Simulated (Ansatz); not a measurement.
Molecule: SbF₂, net charge -1, singlet state. 
Structure (B3LYP-D3(BJ)/def2-TZVP (Ansatz, a quantum-chemistry and plane-wave program) minimum search):
```
Sb
F 1 2.0069
F 1 2.0069 2 94.78
```
Charge -1, spin multiplicity 1.

Basis-set convergence of Hartree-Fock and MP2 correlation energies (hartree) with Ansatz. Correlated levels leave the core frozen unless marked. Spin-orbit coupling is left out. The frozen core is the preceding noble-gas configuration, with the filled d and f shells of earlier blocks. Past Kr the def2 sets carry scalar-relativistic core potentials. This anion needs diffuse functions, which these sets lack.

```json
[
 {"basis": "def2-SVP", "functions": "54", "E(HF)": "-438.00640", "E(corr, MP2)": "-0.45958"},
 {"basis": "def2-TZVPP", "functions": "112", "E(HF)": "-438.28957", "E(corr, MP2)": "-0.62694"},
 {"basis": "def2-QZVPP", "functions": "196", "E(HF)": "[?]", "E(corr, MP2)": "[?]"}
]
```

**Question.** What belongs in the gaps?

**Answer.** 
- def2-QZVPP, E(HF): -438.30621
- def2-QZVPP, E(corr, MP2): -0.69185
